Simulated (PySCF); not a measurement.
In(AsH2)(F)2 (AsF2H2In), SMILES [F][In]([F])[AsH2].

The structure is a stationary point at B3LYP-D3(BJ)/def2-SVP. The structure was generated by enumeration; whether it is a known compound was not checked. The def2 effective core potentials stand for the cores of In; spin–orbit coupling is left out.

Computed with PySCF 2.14.0 with B3LYP-D3(BJ)/def2-SVP.

Frequencies are harmonic and unscaled.

Computed normal modes with their intensities:
```
mode  ν (cm⁻¹)  IR (km/mol)  moving atoms (share of kinetic energy)
----  --------  -----------  --------------------------------------
1           60          4.9                  H 66 %, F 19 %, As 8 %
2           70          2.4                 F 46 %, H 29 %, In 17 %
3          104         21.9                         F 56 %, In 38 %
4          141         29.0                          F 88 %, As 8 %
5          213          3.3                        As 56 %, In 36 %
6          569         10.5                                  H 94 %
7          598         67.5                         F 87 %, In 11 %
8          601          0.1                                  H 99 %
9          606         62.9                         F 82 %, In 18 %
10         996         16.7                                  H 99 %
11        2174         51.2                                  H 99 %
12        2189         64.1                                  H 99 %
```
